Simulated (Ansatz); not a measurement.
`[F][Ge]([F])([F])[Br]` + `CNC` → `C[N](C)[Ge]([F])([F])[F]` + HBr at 298.15 K and 1 bar (ligand exchange at a Ge–Br bond).

Isolated molecules relaxed with PBE0-D4/def2-TZVP in Ansatz; ΔE leaves out vibrations. CBS: MP2 limit from def2 TZ/QZ plus the TZ coupled-cluster correction, frozen cores. For Br, Ge outer-core shells are correlated without core-valence functions, which leaves a few kJ/mol of doubt a bond. Scalar relativity is left out up to krypton. One conformer a species, not always the lowest.

| species | CCSD(T)/CBS energy (Eh) | H − E (kJ/mol) | S (J/(mol·K)) |
| --- | --- | --- | --- |
| `[F][Ge]([F])([F])[Br]` | -4948.96178 | 40.8 | 338.1 |
| `CNC` | -135.00321 | 256.9 | 271.4 |
| `C[N](C)[Ge]([F])([F])[F]` | -2510.03269 | 263.5 | 406.1 |
| HBr | -2573.91920 | 24.6 | 198.6 |

H − E and S are ideal-gas, rigid-rotor, harmonic terms from PBE0-D4/def2-TZVP, for one conformer and one mirror image of each species. 1 Eh = 2625.50 kJ/mol, R = 8.31446 J/(mol·K).

Problem. By hand: ΔE, ΔH, ΔS and ΔG.

Solution. ΔE = (-2510.03269) + (-2573.91920) − (-4948.96178) − (-135.00321) = 0.01310 Eh = 34.4 kJ/mol. Δ(H − E) = 263.5 + 24.6 − 40.8 − 256.9 = -9.6, so ΔH = 24.8 kJ/mol. ΔS = 406.1 + 198.6 − 338.1 − 271.4 = -4.8 J/(mol·K). ΔG = 24.8 − 298.15 × (-4.8)/1000 = 26.2 kJ/mol.

Problem. By hand: the equilibrium constant, and the temperature at which ΔG would vanish if ΔH and ΔS stayed fixed.

Solution. log₁₀ K = −ΔG/(RT ln 10) = -4.6. ΔH and −TΔS have one sign here, so there is no such temperature.

The number of gas molecules stays the same, so ΔS is small and ΔH decides. A doubt of 5 kJ/mol in ΔE shifts log₁₀ K by 0.9 here. Other conformers and mirror images would add mixing entropy, several J/(mol·K) or more a flexible species. Modes under 60 cm⁻¹, often nearly free rotors, make the harmonic entropy too high. These are equilibria of isolated gas molecules and say nothing of rates. Largest T1 diagnostic: 0.012 (customary marks: 0.02 for closed shells, 0.045 for open ones).

ΔS is within the doubt of such terms, so its sign, and with it that verdict, could turn.
